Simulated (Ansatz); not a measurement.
A search over several starts for the lowest SCF solution of AlCl₂F at the given spin, in a small basis.

```yaml
crystal:
  periodic: [false, false, false]
  atoms:
    - {symbol: Al, position_ang: [-0.048247, -0.080865, 0.000329]}
    - {symbol: Cl, position_ang: [2.017479, -0.142419, 0.014066]}
    - {symbol: Cl, position_ang: [-1.083588, 1.707710, -0.016360]}
    - {symbol: F, position_ang: [-0.885644, -1.484427, 0.001965]}
basis:
  gaussian: {orbitals: def2-SVP, initial_orbitals: start.molden}
hamiltonian: {xc: pbe0, dispersion: d4}
output: {orbitals: {seedname: orbitals}}
```

The file start.molden holds the orbitals of an earlier run on this structure, at another level or in another basis.

```sh
$ ansatz run in.yaml --threads 4 --pin off --events-out ev --progress --plain --max-ram 3916MiB
```

Shortened log:

```
Functional definition: PBE0
601 factors; integrals over basis functions are off by at most 6.4e-4 eV
mean field evaluation 1: about -34338.6699 eV, gradient 8.4e0 eV
mean field evaluation 2: about -34338.7966 eV, gradient 1.0e-1 eV
mean field evaluation 4: about -34338.8817 eV, gradient 6.2e-4 eV
mean field evaluation 8: about -34336.6043 eV, gradient 3.6e1 eV
mean field evaluation 16: about -34338.8817 eV, gradient 6.3e-3 eV
mean field -34338.88172661 eV, -1261.9306277229 hartree, gradient 3.3e-5 eV, S^2 0.000000; 1 other end points of the search recorded, 0 dependent functions left out
reference -34338.88175159 eV, -1261.9306286409 hartree; 28, 28 occupied and 40, 40 virtual orbitals, 601 factors
Total energy: -34338.97328521 eV, -1261.9339924395 hartree
```

Hardware: 4 threads of Arm Neoverse V1 on a shared host. Wall time 0.7 s.
